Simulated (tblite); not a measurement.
Record of a relaxation.

Compound: C₆H₈N (doublet state).
Atom-mapped SMILES: `[H]/[N:7]=[C:6]/[C@H:4]([C:3]#[C:2][CH3:1])[CH3:5]` (hydrogens: H8, H9, H10 on C1; H11 on C4; H12, H13, H14 on C5; H15 on N7)
Bond orders are those of one Lewis drawing.

Computed with GFN2-xTB (tblite), gas phase: L-BFGS steps from a force-field or distance-geometry start until the largest atomic force falls under 0.01 eV/Å. 12 of its 203 geometries are shown.

Step 0: E = -535.0744 eV, largest atomic force 2.859 eV/Å
```
atom  x, y, z in Å  |  force x, y, z in eV/Å
C1      2.923   -0.900    0.486   -0.924  -0.408  -0.197
C2      1.520   -0.475    0.286    2.781  -0.584   0.316
C3      0.400   -0.126    0.145   -2.542   0.946  -0.008
C4     -1.004    0.345   -0.068    1.844  -0.642   1.081
C5     -1.695   -0.692   -0.911   -1.516  -1.142  -0.565
C6     -0.903    1.665   -0.711   -2.139   1.357   0.006
N7     -1.895    2.441   -0.747    1.180   0.166  -0.366
H8      2.921   -1.572    1.369    0.319   0.488  -0.451
H9      3.593   -0.043    0.602   -0.280  -0.201   0.191
H10     3.251   -1.470   -0.401   -0.124   0.159   0.371
H11    -1.542    0.374    0.920    0.615   0.333  -0.553
H12    -2.695   -0.887   -0.435    0.712   0.093  -0.814
H13    -1.149   -1.655   -0.917   -0.208   0.528   0.025
H14    -1.839   -0.384   -1.965    0.048  -0.095   0.639
H15    -1.891    3.386   -1.179    0.236  -0.999   0.325
```

Step 18: E = -535.3833 eV, largest atomic force 0.089 eV/Å
```
atom  x, y, z in Å  |  force x, y, z in eV/Å
C1      2.908   -0.915    0.484    0.017   0.012   0.007
C2      1.544   -0.465    0.301    0.050  -0.013  -0.055
C3      0.418   -0.093    0.129    0.032  -0.002   0.024
C4     -0.968    0.321   -0.051    0.035  -0.020   0.031
C5     -1.728   -0.712   -0.911    0.020   0.022  -0.030
C6     -1.031    1.640   -0.728   -0.007  -0.024   0.019
N7     -1.935    2.484   -0.688    0.022  -0.013   0.031
H8      2.975   -1.558    1.362   -0.006   0.003  -0.025
H9      3.568   -0.059    0.624   -0.010   0.012   0.008
H10     3.243   -1.472   -0.392   -0.039   0.003   0.028
H11    -1.423    0.378    0.950   -0.040   0.054   0.008
H12    -2.738   -0.856   -0.537    0.020   0.046  -0.035
H13    -1.202   -1.664   -0.905   -0.050  -0.015   0.047
H14    -1.783   -0.360   -1.938   -0.018  -0.052  -0.070
H15    -1.855    3.338   -1.229   -0.025  -0.014   0.013
```

Step 37: E = -535.4349 eV, largest atomic force 0.329 eV/Å
```
atom  x, y, z in Å  |  force x, y, z in eV/Å
C1      2.942   -0.889    0.465   -0.045  -0.020  -0.020
C2      1.578   -0.452    0.235   -0.017  -0.008   0.040
C3      0.436   -0.121    0.077   -0.006   0.060  -0.040
C4     -0.953    0.292   -0.087    0.042   0.063   0.098
C5     -1.743   -0.725   -0.926    0.008  -0.010   0.001
C6     -1.067    1.606   -0.784    0.137  -0.029   0.017
N7     -1.919    2.470   -0.552   -0.132   0.063   0.129
H8      2.980   -1.527    1.350   -0.010   0.032  -0.025
H9      3.599   -0.033    0.620   -0.066  -0.006  -0.018
H10     3.302   -1.460   -0.391   -0.011   0.022  -0.002
H11    -1.397    0.384    0.918   -0.001  -0.081  -0.011
H12    -2.812   -0.508   -0.850    0.186  -0.056  -0.085
H13    -1.556   -1.744   -0.567   -0.024   0.264  -0.163
H14    -1.424   -0.622   -1.967   -0.137  -0.255   0.156
H15    -1.972    3.339   -1.068    0.077  -0.040  -0.078
```

Step 55: E = -535.4592 eV, largest atomic force 0.053 eV/Å
```
atom  x, y, z in Å  |  force x, y, z in eV/Å
C1      2.935   -0.880    0.439   -0.023   0.019   0.011
C2      1.565   -0.457    0.225   -0.024  -0.003   0.021
C3      0.427   -0.106    0.087   -0.009  -0.010  -0.006
C4     -0.967    0.293   -0.075    0.007  -0.011   0.002
C5     -1.732   -0.732   -0.928    0.026  -0.030   0.011
C6     -1.075    1.619   -0.741    0.022  -0.001   0.006
N7     -1.920    2.494   -0.515    0.012  -0.027   0.030
H8      2.993   -1.512    1.326   -0.024  -0.012  -0.003
H9      3.574   -0.011    0.592   -0.004   0.017  -0.028
H10     3.303   -1.445   -0.417   -0.044   0.028  -0.009
H11    -1.430    0.338    0.925    0.021   0.018  -0.003
H12    -2.777   -0.440   -1.010    0.023   0.003  -0.012
H13    -1.673   -1.714   -0.464    0.001   0.000   0.013
H14    -1.299   -0.795   -1.924   -0.004   0.018  -0.018
H15    -1.930    3.357   -1.045    0.018  -0.010  -0.015
```

Step 73: E = -535.4632 eV, largest atomic force 0.017 eV/Å
```
atom  x, y, z in Å  |  force x, y, z in eV/Å
C1      2.918   -0.866    0.427    0.001   0.004   0.000
C2      1.543   -0.448    0.262    0.000  -0.003  -0.005
C3      0.401   -0.108    0.132    0.001  -0.006  -0.001
C4     -0.989    0.284   -0.055    0.003  -0.002  -0.003
C5     -1.720   -0.749   -0.927    0.002  -0.008  -0.001
C6     -1.070    1.603   -0.736   -0.006   0.001  -0.007
N7     -1.878    2.511   -0.505    0.008   0.000   0.008
H8      3.014   -1.509    1.302   -0.010   0.002   0.002
H9      3.560    0.005    0.559   -0.001   0.007   0.000
H10     3.248   -1.416   -0.454    0.000   0.001   0.001
H11    -1.476    0.338    0.932    0.001   0.000  -0.001
H12    -2.760   -0.456   -1.057    0.006  -0.012   0.006
H13    -1.679   -1.727   -0.452   -0.008   0.015  -0.002
H14    -1.247   -0.817   -1.904   -0.003   0.000   0.000
H15    -1.868    3.363   -1.052    0.007   0.000   0.003
```

Step 92: E = -535.4337 eV, largest atomic force 2.263 eV/Å
```
atom  x, y, z in Å  |  force x, y, z in eV/Å
C1      2.878   -0.777    0.411   -0.014   0.007   0.013
C2      1.489   -0.410    0.235    0.003   0.017  -0.033
C3      0.338   -0.108    0.098   -0.013   0.008  -0.013
C4     -1.063    0.232   -0.107   -0.004   0.013  -0.074
C5     -1.757   -0.863   -0.932   -0.020   0.013  -0.035
C6     -1.145    1.530   -0.834   -0.720   1.867   1.056
N7     -1.534    2.627   -0.331    0.664  -1.883  -0.971
H8      2.987   -1.409    1.291    0.010  -0.004   0.015
H9      3.483    0.120    0.541    0.008  -0.016  -0.007
H10     3.232   -1.324   -0.463   -0.002   0.020   0.007
H11    -1.547    0.323    0.880   -0.003  -0.001  -0.059
H12    -2.783   -0.576   -1.156   -0.012   0.016   0.054
H13    -1.766   -1.800   -0.380    0.021   0.006   0.002
H14    -1.232   -1.015   -1.872    0.026  -0.006   0.017
H15    -1.585    3.458   -0.907    0.058  -0.056   0.029
```

Step 110: E = -535.4709 eV, largest atomic force 0.088 eV/Å
```
atom  x, y, z in Å  |  force x, y, z in eV/Å
C1      2.887   -0.799    0.418   -0.007   0.017   0.008
C2      1.503   -0.415    0.240    0.017  -0.003  -0.019
C3      0.355   -0.101    0.106   -0.012  -0.037  -0.025
C4     -1.044    0.244   -0.095   -0.010  -0.001  -0.010
C5     -1.750   -0.834   -0.932    0.012   0.005   0.013
C6     -1.122    1.547   -0.807   -0.049   0.062   0.035
N7     -1.628    2.595   -0.385    0.036  -0.079   0.013
H8      2.986   -1.433    1.298    0.010  -0.002   0.006
H9      3.504    0.090    0.550    0.011  -0.009  -0.001
H10     3.238   -1.348   -0.456   -0.008   0.014   0.009
H11    -1.527    0.320    0.894   -0.024   0.003  -0.016
H12    -2.789   -0.557   -1.097   -0.010   0.009   0.004
H13    -1.718   -1.789   -0.413    0.017   0.005   0.001
H14    -1.258   -0.942   -1.897    0.000   0.001   0.010
H15    -1.640    3.433   -0.952    0.016   0.014  -0.029
```

Step 129: E = -535.4796 eV, largest atomic force 0.061 eV/Å
```
atom  x, y, z in Å  |  force x, y, z in eV/Å
C1      2.858   -0.711    0.423    0.000  -0.008   0.004
C2      1.460   -0.395    0.230    0.001   0.039   0.001
C3      0.300   -0.126    0.095   -0.013  -0.008  -0.011
C4     -1.103    0.194   -0.118   -0.032   0.014   0.006
C5     -1.793   -0.903   -0.940    0.026  -0.003  -0.008
C6     -1.158    1.500   -0.829   -0.043   0.019   0.014
N7     -1.372    2.615   -0.336    0.021  -0.055  -0.014
H8      2.983   -1.331    1.309    0.003  -0.010   0.030
H9      3.430    0.208    0.551    0.006  -0.008  -0.007
H10     3.240   -1.252   -0.441    0.014   0.005  -0.020
H11    -1.597    0.278    0.863    0.005   0.014   0.023
H12    -2.841   -0.655   -1.094    0.022  -0.001   0.005
H13    -1.726   -1.855   -0.416   -0.012   0.012  -0.007
H14    -1.308   -1.004   -1.908   -0.010  -0.006  -0.017
H15    -1.378    3.445   -0.916    0.013  -0.004   0.002
```

Step 147: E = -535.4852 eV, largest atomic force 0.042 eV/Å
```
atom  x, y, z in Å  |  force x, y, z in eV/Å
C1      2.833   -0.605    0.432    0.001  -0.007   0.003
C2      1.423   -0.346    0.235    0.003  -0.002  -0.007
C3      0.247   -0.153    0.097    0.004   0.004  -0.009
C4     -1.161    0.135   -0.124   -0.003   0.004  -0.002
C5     -1.835   -0.963   -0.955    0.007   0.000   0.004
C6     -1.233    1.451   -0.816   -0.012   0.038   0.013
N7     -1.074    2.575   -0.325    0.005  -0.036  -0.003
H8      2.981   -1.213    1.325    0.002  -0.004   0.008
H9      3.369    0.336    0.553   -0.008  -0.002  -0.002
H10     3.240   -1.136   -0.428   -0.003   0.001  -0.004
H11    -1.659    0.214    0.854   -0.007   0.005  -0.004
H12    -2.878   -0.708   -1.129   -0.005  -0.006   0.001
H13    -1.788   -1.915   -0.431    0.008  -0.006   0.009
H14    -1.337   -1.070   -1.915    0.010   0.005  -0.003
H15    -1.131    3.405   -0.902   -0.001   0.007  -0.005
```

Step 165: E = -535.4886 eV, largest atomic force 0.097 eV/Å
```
atom  x, y, z in Å  |  force x, y, z in eV/Å
C1      2.811   -0.586    0.433    0.006  -0.009   0.000
C2      1.400   -0.332    0.243    0.012   0.020   0.002
C3      0.225   -0.127    0.121   -0.011   0.005  -0.022
C4     -1.185    0.138   -0.114   -0.007  -0.008   0.009
C5     -1.812   -0.983   -0.954    0.011   0.014  -0.006
C6     -1.342    1.465   -0.769    0.022   0.061   0.054
N7     -0.927    2.565   -0.384   -0.031  -0.069  -0.060
H8      2.965   -1.196    1.323    0.009   0.003   0.012
H9      3.344    0.357    0.552    0.003  -0.006   0.004
H10     3.213   -1.115   -0.430    0.003   0.003  -0.005
H11    -1.701    0.192    0.855   -0.011   0.012   0.011
H12    -2.870   -0.788   -1.115   -0.004  -0.003   0.008
H13    -1.698   -1.936   -0.444   -0.020  -0.009  -0.003
H14    -1.317   -1.047   -1.920    0.007  -0.002  -0.017
H15    -1.111    3.402   -0.924    0.009  -0.012   0.015
```

Step 184: E = -535.4926 eV, largest atomic force 0.068 eV/Å
```
atom  x, y, z in Å  |  force x, y, z in eV/Å
C1      2.805   -0.548    0.440   -0.010  -0.009   0.008
C2      1.393   -0.290    0.260   -0.010  -0.020   0.022
C3      0.210   -0.129    0.145   -0.016   0.006   0.011
C4     -1.205    0.117   -0.082   -0.008   0.002  -0.008
C5     -1.810   -0.985   -0.962    0.001   0.006  -0.013
C6     -1.427    1.458   -0.683    0.039   0.046   0.031
N7     -0.804    2.508   -0.490   -0.029  -0.030  -0.033
H8      2.962   -1.160    1.328    0.007  -0.013  -0.004
H9      3.348    0.389    0.561   -0.013   0.002  -0.033
H10     3.192   -1.080   -0.430    0.040   0.019   0.016
H11    -1.732    0.129    0.883    0.024   0.008   0.014
H12    -2.871   -0.803   -1.115   -0.025   0.002  -0.019
H13    -1.681   -1.957   -0.493    0.003  -0.021   0.037
H14    -1.312   -1.005   -1.928    0.001   0.010  -0.039
H15    -1.073    3.364   -0.960   -0.004  -0.009   0.009
```

Step 202: E = -535.4949 eV, largest atomic force 0.006 eV/Å
```
atom  x, y, z in Å  |  force x, y, z in eV/Å
C1      2.809   -0.532    0.448    0.003   0.000   0.002
C2      1.390   -0.313    0.269    0.001   0.001  -0.002
C3      0.207   -0.154    0.148    0.005   0.002   0.002
C4     -1.209    0.101   -0.070   -0.002   0.003   0.001
C5     -1.826   -0.977   -0.972   -0.004   0.000  -0.002
C6     -1.440    1.453   -0.637    0.001   0.006   0.000
N7     -0.754    2.476   -0.541    0.001  -0.003   0.002
H8      2.987   -1.135    1.339    0.002   0.000  -0.002
H9      3.318    0.424    0.561   -0.001  -0.001   0.000
H10     3.219   -1.051   -0.418   -0.002  -0.001   0.002
H11    -1.727    0.094    0.900   -0.002  -0.002   0.004
H12    -2.886   -0.780   -1.121   -0.001  -0.003  -0.003
H13    -1.707   -1.958   -0.518    0.001   0.000  -0.001
H14    -1.330   -0.981   -1.940   -0.001  -0.002  -0.001
H15    -1.054    3.342   -0.973   -0.001  -0.001  -0.002
```

**Question.** Summarise the path.

**Answer.** The energy falls by 9.70 kcal/mol from step 0 to step 202; nine tenths of that is first reached at step 42. It rises by more than 0.2 meV at steps 1, 89, 92, 95, 98, 101, 104 and 130 and others. The largest force goes from 2.859 to 0.006 eV/Å. Among the bonds C3–C4 changes most, from 1.497 to 1.455 Å; the atoms move by 0.589 Å rms after alignment.

**Question.** Follow the three bonds and two angles with the largest change from start to end.

**Answer.** 
```json
{"step": "0", "E above end (kcal/mol)": "9.70", "largest force (eV/Å)": "2.859", "C3–C4 (Å)": "1.497", "C5–H12 (Å)": "1.124", "C1–C2 (Å)": "1.480", "C4–C6–N7 (°)": "120.7", "C6–C4–H11 (°)": "113.2"}
{"step": "9", "E above end (kcal/mol)": "2.89", "largest force (eV/Å)": "0.145", "C3–C4 (Å)": "1.457", "C5–H12 (Å)": "1.087", "C1–C2 (Å)": "1.448", "C4–C6–N7 (°)": "126.8", "C6–C4–H11 (°)": "107.8"}
{"step": "18", "E above end (kcal/mol)": "2.57", "largest force (eV/Å)": "0.089", "C3–C4 (Å)": "1.457", "C5–H12 (Å)": "1.087", "C1–C2 (Å)": "1.448", "C4–C6–N7 (°)": "128.5", "C6–C4–H11 (°)": "110.5"}
{"step": "26", "E above end (kcal/mol)": "2.25", "largest force (eV/Å)": "0.153", "C3–C4 (Å)": "1.454", "C5–H12 (Å)": "1.086", "C1–C2 (Å)": "1.447", "C4–C6–N7 (°)": "128.8", "C6–C4–H11 (°)": "111.4"}
{"step": "35", "E above end (kcal/mol)": "1.54", "largest force (eV/Å)": "0.216", "C3–C4 (Å)": "1.456", "C5–H12 (Å)": "1.092", "C1–C2 (Å)": "1.449", "C4–C6–N7 (°)": "126.4", "C6–C4–H11 (°)": "109.3"}
{"step": "44", "E above end (kcal/mol)": "0.92", "largest force (eV/Å)": "0.055", "C3–C4 (Å)": "1.455", "C5–H12 (Å)": "1.089", "C1–C2 (Å)": "1.446", "C4–C6–N7 (°)": "125.7", "C6–C4–H11 (°)": "109.5"}
{"step": "53", "E above end (kcal/mol)": "0.85", "largest force (eV/Å)": "0.060", "C3–C4 (Å)": "1.458", "C5–H12 (Å)": "1.088", "C1–C2 (Å)": "1.449", "C4–C6–N7 (°)": "126.6", "C6–C4–H11 (°)": "109.6"}
{"step": "61", "E above end (kcal/mol)": "0.76", "largest force (eV/Å)": "0.052", "C3–C4 (Å)": "1.455", "C5–H12 (Å)": "1.086", "C1–C2 (Å)": "1.447", "C4–C6–N7 (°)": "126.8", "C6–C4–H11 (°)": "110.0"}
{"step": "70", "E above end (kcal/mol)": "0.73", "largest force (eV/Å)": "0.023", "C3–C4 (Å)": "1.455", "C5–H12 (Å)": "1.087", "C1–C2 (Å)": "1.447", "C4–C6–N7 (°)": "127.0", "C6–C4–H11 (°)": "110.0"}
{"step": "79", "E above end (kcal/mol)": "0.73", "largest force (eV/Å)": "0.045", "C3–C4 (Å)": "1.456", "C5–H12 (Å)": "1.087", "C1–C2 (Å)": "1.447", "C4–C6–N7 (°)": "126.8", "C6–C4–H11 (°)": "110.0"}
{"step": "88", "E above end (kcal/mol)": "0.65", "largest force (eV/Å)": "0.030", "C3–C4 (Å)": "1.455", "C5–H12 (Å)": "1.088", "C1–C2 (Å)": "1.447", "C4–C6–N7 (°)": "126.5", "C6–C4–H11 (°)": "109.7"}
{"step": "97", "E above end (kcal/mol)": "0.60", "largest force (eV/Å)": "0.064", "C3–C4 (Å)": "1.455", "C5–H12 (Å)": "1.087", "C1–C2 (Å)": "1.447", "C4–C6–N7 (°)": "126.7", "C6–C4–H11 (°)": "109.9"}
{"step": "105", "E above end (kcal/mol)": "0.56", "largest force (eV/Å)": "0.091", "C3–C4 (Å)": "1.455", "C5–H12 (Å)": "1.087", "C1–C2 (Å)": "1.447", "C4–C6–N7 (°)": "126.9", "C6–C4–H11 (°)": "110.2"}
{"step": "114", "E above end (kcal/mol)": "0.54", "largest force (eV/Å)": "0.056", "C3–C4 (Å)": "1.456", "C5–H12 (Å)": "1.088", "C1–C2 (Å)": "1.447", "C4–C6–N7 (°)": "127.1", "C6–C4–H11 (°)": "110.3"}
{"step": "123", "E above end (kcal/mol)": "0.46", "largest force (eV/Å)": "0.142", "C3–C4 (Å)": "1.457", "C5–H12 (Å)": "1.089", "C1–C2 (Å)": "1.448", "C4–C6–N7 (°)": "127.0", "C6–C4–H11 (°)": "109.9"}
{"step": "132", "E above end (kcal/mol)": "0.33", "largest force (eV/Å)": "0.067", "C3–C4 (Å)": "1.455", "C5–H12 (Å)": "1.088", "C1–C2 (Å)": "1.446", "C4–C6–N7 (°)": "127.2", "C6–C4–H11 (°)": "110.0"}
{"step": "141", "E above end (kcal/mol)": "0.26", "largest force (eV/Å)": "0.061", "C3–C4 (Å)": "1.455", "C5–H12 (Å)": "1.088", "C1–C2 (Å)": "1.447", "C4–C6–N7 (°)": "127.3", "C6–C4–H11 (°)": "109.6"}
{"step": "149", "E above end (kcal/mol)": "0.22", "largest force (eV/Å)": "0.026", "C3–C4 (Å)": "1.455", "C5–H12 (Å)": "1.088", "C1–C2 (Å)": "1.447", "C4–C6–N7 (°)": "127.8", "C6–C4–H11 (°)": "109.2"}
{"step": "158", "E above end (kcal/mol)": "1.91", "largest force (eV/Å)": "2.936", "C3–C4 (Å)": "1.453", "C5–H12 (Å)": "1.089", "C1–C2 (Å)": "1.447", "C4–C6–N7 (°)": "126.0", "C6–C4–H11 (°)": "106.5"}
{"step": "167", "E above end (kcal/mol)": "0.13", "largest force (eV/Å)": "0.198", "C3–C4 (Å)": "1.454", "C5–H12 (Å)": "1.088", "C1–C2 (Å)": "1.447", "C4–C6–N7 (°)": "128.6", "C6–C4–H11 (°)": "107.0"}
{"step": "176", "E above end (kcal/mol)": "0.08", "largest force (eV/Å)": "0.051", "C3–C4 (Å)": "1.455", "C5–H12 (Å)": "1.088", "C1–C2 (Å)": "1.447", "C4–C6–N7 (°)": "129.0", "C6–C4–H11 (°)": "105.9"}
{"step": "184", "E above end (kcal/mol)": "0.05", "largest force (eV/Å)": "0.068", "C3–C4 (Å)": "1.455", "C5–H12 (Å)": "1.087", "C1–C2 (Å)": "1.447", "C4–C6–N7 (°)": "128.9", "C6–C4–H11 (°)": "105.9"}
{"step": "193", "E above end (kcal/mol)": "0.00", "largest force (eV/Å)": "0.026", "C3–C4 (Å)": "1.455", "C5–H12 (Å)": "1.088", "C1–C2 (Å)": "1.447", "C4–C6–N7 (°)": "129.5", "C6–C4–H11 (°)": "105.7"}
{"step": "202", "E above end (kcal/mol)": "0.00", "largest force (eV/Å)": "0.006", "C3–C4 (Å)": "1.455", "C5–H12 (Å)": "1.088", "C1–C2 (Å)": "1.447", "C4–C6–N7 (°)": "129.7", "C6–C4–H11 (°)": "105.6"}
```

The cost below is that of the whole relaxation. Hardware: one thread, Arm Neoverse V2 (aarch64), no GPU, on a shared host. Cost: 0.82 s.
